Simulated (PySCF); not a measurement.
## Vibration and rotation of GeCl

UHF-CCSD(T) constants of GeCl, ²Π (doublet), unpaired electrons π ↑ (Ge 6-31G(d,p), Cl 6-31G(d,p); no relativity (PySCF 2.14); masses 73.9212 and 34.9689 u):

* ωe: 403.6 cm⁻¹
* ωexe: 1.31 cm⁻¹
* Be: 0.14762 cm⁻¹
* αe: 0.000704 cm⁻¹
* D (centrifugal): 7.9e-08 cm⁻¹
* De to Ge + Cl: 3.51 eV

(1) Give the vibrational terms G(v) and spacings up to v = 6.

(2) How well does the Morse estimate ωe²/(4ωexe) reproduce De, and what is D0?

Correlated steps freeze 14 core orbitals. Correlated levels converge slowly with the basis: in double zeta they bind strong bonds too weakly, by up to about 1 eV, and carry superposition errors of some tenths. Spin–orbit coupling is left out. The state was picked by a PBE0 search and need not be the measured ground state.

Answers

(1) G(v) = ωe(v+½) − ωexe(v+½)².

```tsv
v	G(v) (cm⁻¹)	G(v) − G(v−1)	Bv (cm⁻¹)
0	201.5		0.1473
1	602.5	401.0	0.1466
2	1000.8	398.4	0.1459
3	1396.6	395.7	0.1452
4	1789.7	393.1	0.1445
5	2180.2	390.5	0.1437
6	2568.1	387.9	0.1430
```

(2) It gives 3.85 eV, 110 % of the computed De. D0 = De − G(0) = 3.51 − 0.02 = 3.49 eV.
